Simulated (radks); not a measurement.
Xe+, configuration [Kr] 4d10 5s2 5p4 6s1 (not the ground configuration). Calculated with a radial shooting solver on a logarithmic mesh with Libxc functionals: Dirac Kohn-Sham, PBE, spin-unpolarised, spherical densities, finite nucleus; open shells fill j = l - 1/2 first; Fermi nuclear charge, rms radius 4.7859 fm.

Radial electron density D(r) = 4 pi r^2 rho(r):

r (bohr)  D(r) (e/bohr)
0.005029          26.67
0.006815          38.47
0.009311          52.26
0.01262           64.41
0.01724           71.12
0.02336           69.38
0.03166           63.35
0.04326           64.31
0.05863           78.43
0.08009           90.99
0.1085            81.14
0.1471            65.60
0.201             72.92
0.2724            72.52
0.3691            41.13
0.5043            25.55
0.6835            29.82
0.9337            19.77
1.265             8.617
1.715             5.056
2.343             2.661
3.175            0.9136
4.303            0.3844
5.879            0.1603
7.968           0.02894
10.89          0.001339

D(r) has 4 maxima, at r = 0.0187, 0.0827, 0.236, 0.673 bohr, and minima at 0.0366, 0.156, 0.492 bohr, inside which lie 2.03, 11.21, 28.96 electrons.
